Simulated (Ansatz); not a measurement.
A run for Ansatz (an electronic-structure program): R-SVWN5/def2-TZVPP on FH4NOSi (SMILES N[SiH](O)F), a point of a torsion scan.

Ansatz 0.2 input:
```yaml
crystal:
  periodic: [false, false, false]
  atoms:
    - {symbol: N, position_ang: [1.24530751, -0.35261781, -0.18612118]}
    - {symbol: Si, position_ang: [-0.27862189, 0.39328144, 0.08503771]}
    - {symbol: O, position_ang: [-1.46928810, -0.44143962, -0.61648976]}
    - {symbol: F, position_ang: [-0.21036968, 1.78327057, -0.70204763]}
    - {symbol: H, position_ang: [2.06818506, 0.22087187, -0.10569992]}
    - {symbol: H, position_ang: [1.43184342, -1.26946372, 0.18327186]}
    - {symbol: H, position_ang: [-0.64342550, 0.73686488, 1.44823255]}
    - {symbol: H, position_ang: [-1.47369118, -1.39106338, -0.65963590]}
basis:
  gaussian:
    orbitals: def2-TZVPP
hamiltonian:
  xc: {name: SVWN5}
scf: {lower_state_search: off}
```

Program output:

```
WARN ansatz: RAYON_NUM_THREADS=1 ignored (pool sized by the plan → 1); use --threads N
Functional definition: SVWN5
these checks for a lower state are left out or cut short: stability, starts, cluster_reference, orbital_swaps, neighbouring_geometries, increment
integrals: 0.09 GiB planned
986 factors; their error is unknown
mean field: 0.70 GiB planned
mean field evaluation 1: about -14113.1065 eV, gradient 9.6e1 eV
mean field evaluation 2: about -14062.6697 eV, gradient 1.8e2 eV
mean field evaluation 4: about -14127.8005 eV, gradient 1.6e1 eV
mean field evaluation 8: about -14128.2485 eV, gradient 2.1e-1 eV
mean field evaluation 16: about -14128.2294 eV, gradient 2.0e-4 eV
mean field -14128.22944877 eV, -519.2028557843 hartree, gradient 2.7e-6 eV, S^2 0.000000; 0 other end points of the search recorded, 0 dependent functions left out
reference -14128.22948241 eV, -519.2028570206 hartree; 21, 21 occupied and 170, 170 virtual orbitals, 986 factors
Total energy: -14128.22948241 eV, -519.2028570206 hartree
Checks for a lower state left out: stability, starts, cluster_reference, orbital_swaps, neighbouring_geometries, increment
```

The run converged.

Cost: around 1.7 core-seconds (rough).
